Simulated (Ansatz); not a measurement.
`N#CB(F)F` and `FB(F)Br` differ in one atom or group.

Ansatz, PBE0-D4/def2-TZVP geometries, multiplicity 1. 

Scalar relativity is left out up to krypton.

```json
{"property": "LUMO energy (B3LYP/def2-TZVPP) / eV", "`N#CB(F)F`": "-2.57"}
{"property": "HOMO–LUMO gap (PBE0/def2-TZVPP) / eV", "`N#CB(F)F`": "8.41"}
{"property": "HOMO energy (PBE0/def2-TZVPP) / eV", "`N#CB(F)F`": "-10.73"}
{"property": "size of the dipole moment (B3LYP/def2-TZVPP) / D", "`N#CB(F)F`": "1.83"}
{"property": "size of the dipole moment (PBE/def2-TZVPP) / D", "`N#CB(F)F`": "1.87"}
{"property": "HOMO–LUMO gap (ωB97M-V/def2-TZVPP) / eV", "`N#CB(F)F`": "13.01"}
```

(1) Give the same properties after the change, and the shifts. (Estimate.)

Results:

(1) Ansatz gave: 
```csv
property,`FB(F)Br`,shift
LUMO energy (B3LYP/def2-TZVPP) / eV,-0.65,1.92
HOMO–LUMO gap (PBE0/def2-TZVPP) / eV,8.68,0.27
HOMO energy (PBE0/def2-TZVPP) / eV,-9.08,1.65
size of the dipole moment (B3LYP/def2-TZVPP) / D,0.28,-1.55
size of the dipole moment (PBE/def2-TZVPP) / D,0.23,-1.64
HOMO–LUMO gap (ωB97M-V/def2-TZVPP) / eV,13.06,0.05
```

With PBE0 the HOMO rises by 1.65 eV and the LUMO rises by 1.92 eV, so the gap widens by about 0.27 eV. PBE moves the HOMO by 1.56 eV and ωB97M-V by 1.74 eV. The zero-point energy changes by -20.4 kJ/mol with -3 modes. Dipoles are sizes alone; their direction can turn.

B3LYP here is the variant with VWN-RPA as its local correlation; programs differ in this.

Spin–orbit coupling is left out; it splits and shifts lone-pair levels of the heavy atoms by tenths of an eV.
